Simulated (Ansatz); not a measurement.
B12P12H32, a nanocrystal cut from zinc blende BP (hydrogen-capped), relaxed as a singlet with RKS r2SCAN-D4/def2-SVP in Ansatz, starting from the GFN2-xTB geometry. Force threshold 0.03 eV/Å.

Single mean-field runs in def2-SVP are fitted with def2-universal-jkfit.

Start:

```xyz
56

B    -0.985   -2.118    3.077
B     2.294    2.207    2.566
B     3.279    0.807   -0.880
B    -0.371   -3.324    0.169
B     1.765   -1.861   -1.814
B     1.129   -0.647    1.078
B    -1.709    0.724    1.696
B     0.402    2.137   -0.267
B    -1.074   -0.516   -1.198
B    -3.226   -1.985    0.762
B     1.040    0.940   -3.197
B    -2.354    2.482   -2.242
P     1.853    0.322    2.595
P     0.337   -2.332    1.687
P    -2.352   -1.034    2.217
P     2.482   -0.856   -0.311
P     1.105    3.047    1.296
P     1.775    1.783   -1.616
P     0.996   -3.495   -1.165
P    -1.805   -2.205   -0.526
P     0.348   -0.728   -2.518
P    -0.347    0.431    0.360
P    -1.081    3.176   -0.966
P    -2.508    0.580   -1.911
H    -1.415   -3.193    3.356
H    -0.502   -1.547    4.011
H     2.116    2.679    3.642
H     3.410    2.340    2.183
H     4.062    0.586   -1.750
H     3.751    1.376    0.051
H    -0.783   -4.387    0.507
H     2.602   -2.066   -2.634
H    -1.187    1.300    2.618
H    -2.578    1.384    1.181
H    -3.581   -3.065    1.119
H    -4.109   -1.334    0.285
H     1.923    0.714   -3.964
H     0.160    1.590   -3.665
H    -1.923    2.653   -3.335
H    -3.407    3.006   -2.073
H     2.942   -0.396    3.088
H     1.011    0.066    3.662
H     1.438   -3.092    2.150
H    -3.336   -0.812    3.185
H     3.473   -1.676    0.271
H     1.628    4.277    0.897
H     0.001    3.579    1.954
H     2.224    3.069   -1.977
H     2.000   -4.365   -0.740
H     0.558   -4.280   -2.231
H    -2.270   -2.871   -1.686
H    -0.245   -1.455   -3.573
H    -1.744    3.682    0.147
H    -0.592    4.406   -1.404
H    -3.616    0.344   -1.118
H    -3.006   -0.046   -3.052
```

Question: Estimate the energy that the relaxation releases and the steps that it takes.

Answer: 10.1 kcal/mol, in 4 steps; 24 s on 2 threads of AMD EPYC 7R13 on a shared host and a share (18 GiB) of an NVIDIA H100 80GB HBM3. No frequencies were taken in this run, so the end may be a saddle point.

Question: Does the start keep its bonding and symmetry?

Answer: By distances, no bond broke or formed. The bond that changes most is B7–P22, from 1.93 to 1.97 Å (atoms count from 1). Point group Cs at the start, Cs at the end, both within 0.05 Å.

Question: Predict the relaxed structure.

Answer: 
Cartesian coordinates in Å:
```
B -1.001 -2.123 3.101
B 2.295 2.196 2.575
B 3.300 0.834 -0.882
B -0.366 -3.346 0.163
B 1.769 -1.862 -1.819
B 1.148 -0.660 1.093
B -1.727 0.743 1.714
B 0.402 2.167 -0.266
B -1.089 -0.528 -1.219
B -3.249 -1.990 0.776
B 1.043 0.968 -3.215
B -2.364 2.471 -2.243
P 1.850 0.298 2.653
P 0.354 -2.361 1.703
P -2.387 -1.025 2.250
P 2.517 -0.863 -0.300
P 1.109 3.093 1.314
P 1.787 1.835 -1.623
P 1.015 -3.533 -1.184
P -1.822 -2.233 -0.546
P 0.337 -0.734 -2.553
P -0.341 0.433 0.355
P -1.096 3.223 -0.967
P -2.566 0.559 -1.911
H -1.440 -3.229 3.360
H -0.495 -1.549 4.050
H 2.127 2.691 3.672
H 3.420 2.297 2.142
H 4.065 0.599 -1.799
H 3.792 1.399 0.073
H -0.797 -4.424 0.518
H 2.627 -2.045 -2.659
H -1.195 1.318 2.656
H -2.616 1.403 1.188
H -3.587 -3.102 1.142
H -4.147 -1.333 0.275
H 1.972 0.722 -3.963
H 0.141 1.615 -3.704
H -1.886 2.609 -3.346
H -3.436 3.020 -2.081
H 2.999 -0.401 3.106
H 0.954 0.035 3.715
H 1.445 -3.134 2.197
H -3.389 -0.805 3.232
H 3.545 -1.678 0.256
H 1.734 4.291 0.878
H -0.008 3.639 1.993
H 2.260 3.122 -2.007
H 2.050 -4.389 -0.720
H 0.539 -4.299 -2.281
H -2.321 -2.912 -1.696
H -0.228 -1.454 -3.644
H -1.781 3.744 0.158
H -0.571 4.427 -1.507
H -3.672 0.310 -1.064
H -3.020 -0.047 -3.111
```
Bond lengths: 32 × B–P 1.94 to 1.99 Å; 16 × B–H 1.21 to 1.23 Å; 16 × H–P 1.41 to 1.43 Å.
